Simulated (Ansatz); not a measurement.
Consider the formal exchange of groups at the Sb–Si bond: `[NH2][SbH][SiH3]` + CH₃OH → `[NH2][SbH][CH2]O` + SiH₄.

Gas-phase electronic energies from Ansatz, PBE0-D4/def2-TZVP geometries. CCSD(T)/CBS is the MP2 limit (def2-TZVPP, def2-QZVPP) plus CCSD(T) − MP2 in def2-TZVPP, frozen cores. This one scheme is used for every species. Elements past krypton have def2 core potentials. For Sb outer-core shells are correlated without core-valence functions, which leaves a few kJ/mol of doubt a bond. One conformer a species, not always the lowest.

`[NH2][SbH][SiH3]`:

Z-matrix (Å, degrees):
```
Si
Sb 1 2.588
H 1 1.489 2 109.7
H 1 1.490 2 110.4 3 -119.0
H 1 1.489 2 111.2 3 120.0
N 2 2.046 1 98.2 3 81.2
H 2 1.711 1 90.0 3 175.0
H 6 1.012 2 113.7 1 24.7
H 6 1.012 2 110.7 1 -97.0
```

CH₃OH:

Z-matrix (Å, degrees):
```
C
O 1 1.409
H 1 1.097 2 112.4
H 1 1.090 2 107.0 3 -118.5
H 1 1.097 2 112.4 3 123.0
H 2 0.959 1 108.5 3 -61.6
```

`[NH2][SbH][CH2]O`:

Cartesian coordinates in Å:
```
N 1.018 0.210 -1.631
Sb -0.883 0.465 -0.939
C -0.404 -0.099 1.096
O -0.168 1.093 1.815
H 1.255 -0.752 -1.837
H 1.190 0.759 -2.463
H -1.448 -1.130 -1.273
H 0.485 -0.739 1.046
H -1.239 -0.678 1.511
H 0.194 0.871 2.676
```

SiH₄:

Cartesian coordinates in Å:
```
Si 0.000 0.000 0.000
H 1.247 0.799 0.101
H 0.337 -1.398 -0.368
H -0.881 0.588 -1.041
H -0.703 0.012 1.308
```

| species | CCSD/CBS(def2) energy (Eh) |
| --- | --- |
| `[NH2][SbH][SiH3]` | -587.37053 |
| CH₃OH | -115.60252 |
| `[NH2][SbH][CH2]O` | -411.49355 |
| SiH₄ | -291.45922 |

Task: Work out ΔE.

Result: ΔE = (-411.49355) + (-291.45922) − (-587.37053) − (-115.60252) = 0.02028 Eh = +53.2 kJ/mol. CCSD(T)/CBS gives +52.7 kJ/mol.

Largest T1 diagnostic among the species: 0.014.

In def2-TZVPP, CCSD(T) changes the Hartree–Fock value by −4.8 kJ/mol (the triples alone add −0.5 kJ/mol) and MP2 by −5.3 kJ/mol.
